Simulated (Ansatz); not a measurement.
A run of Ansatz (development build ahead of 0.2.0) on sextet Tc at this shape:

A single Tc atom.

Its results:

```json
{
  "Converged": "yes",
  "Total energy": "-80.74784 hartree",
  "Spin squared of the determinant": "8.771"
}
```

Question: Which input gives this output? Name the method, the orbitals and the basis set, and write the input.

Answer: r²SCAN (unrestricted) in def2-TZVPP. The basis set brings a core potential for Tc, so the total leaves out those core electrons.

```yaml
crystal:
  periodic: [false, false, false]
  atoms:
    - { symbol: Tc, position_ang: [0.0, 0.0, 0.0] }
basis:
  gaussian: { orbitals: def2-TZVPP }
magnetization:
  spin_polarized: true
  initial_magnetization: 5
hamiltonian:
  xc: r2scan
```
